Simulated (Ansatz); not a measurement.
Isomers of C$_{2}$H$_{5}$FGeO, relaxed with PBE0-D4/def2-TZVP in Ansatz; electronic energies, one conformer each and not always the lowest. Functionals use def2-TZVPP; CBS adds triple-zeta CCSD(T) − MP2 to the MP2 limit of def2-TZVPP and def2-QZVPP.

Outer-core shells of Ge are correlated without core-valence functions. Scalar relativity is left out up to krypton. Spin–orbit coupling is left out.

(1) Order them by energy at frozen-core CCSD(T)/CBS, lowest first. (An estimate is asked.)
A. `C[C@H]1[O][Ge@@H]1[F]`
B. `C[C](=O)[GeH2][F]`
C. `F[CH]1O[CH2][GeH2]1`
D. `[CH3][Ge@H]1[O][C@@H]1F`
E. `O[C]1(F)[CH2][GeH2]1`
F. `[F][GeH]1[CH2]C[O]1`
G. `[CH3][GeH]([F])[CH]=O`

(2) How do PBE-D4, PBE0-D4, r2SCAN-D4, MP2/CBS(def2) place them (kJ/mol, against `[F][GeH]1[CH2]C[O]1`)? (Best estimate.)

Results:

(1) F (0.0 kJ/mol), G (38.9 kJ/mol), B (44.1 kJ/mol), A (93.8 kJ/mol), D (179.5 kJ/mol), C (245.3 kJ/mol), E (250.7 kJ/mol).

(2) The calculation gave: 
```
                   isomer  PBE-D4  PBE0-D4  r2SCAN-D4  MP2/CBS(def2)
  `[CH3][GeH]([F])[CH]=O`    30.0     40.0       34.4           48.1
`[CH3][Ge@H]1[O][C@@H]1F`   151.2    169.0      162.7          186.3
   `O[C]1(F)[CH2][GeH2]1`   224.9    236.0      238.1          259.8
      `C[C](=O)[GeH2][F]`    26.9     39.1       32.0           53.9
    `F[CH]1O[CH2][GeH2]1`   221.2    230.4      236.4          260.8
  `C[C@H]1[O][Ge@@H]1[F]`    80.2     94.1       85.2           93.7
```
